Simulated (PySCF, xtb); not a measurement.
CH3Si, SMILES C[Si] (connectivity only; charge and spin as stated), neutral, multiplicity 2. Atoms are numbered in the order given.

```xyz
5

C     -1.0985     0.0156     0.0000
Si     0.7902     0.0051     0.0000
H     -1.5568     0.4463     0.8946
H     -1.5568     0.4463    -0.8946
H     -1.3577    -1.0574     0.0000
```
Charge 0, spin multiplicity 2.

The structure is a stationary point at PBE0-D3(BJ)/def2-TZVP. The isomer is the one that the SMILES or the coordinates give; other isomers of the formula were not compared.

Computed with C-PCM-PBE0/def2-TZVPD (PySCF).

The values are the electrostatic part of the solvation free energy, E(continuum) − E(gas) at the gas-phase geometry, in a cavity of scaled van der Waals radii (PySCF's table); cavitation and dispersion terms are not included. The dipole moment in vacuum is 1.25 D.

Problem. Estimate the values in water (ε = 78.36), dichloromethane (ε = 8.93), dimethylsulfoxide (ε = 46.83). (An estimate is asked for; the answer gives what the named calculation found.)

Solution. 
| solvent | ε | ΔG(elec) (kcal/mol) | dipole (D) |
|---|---|---|---|
| water | 78.36 | -2.0 | 1.76 |
| dichloromethane | 8.93 | -1.7 | 1.69 |
| dimethylsulfoxide | 46.83 | -1.9 | 1.75 |

For comparison, GFN2-xTB/ALPB(water) (xtb, at the GFN2-xTB geometry, all terms of that model) gives 2.4 kcal/mol.
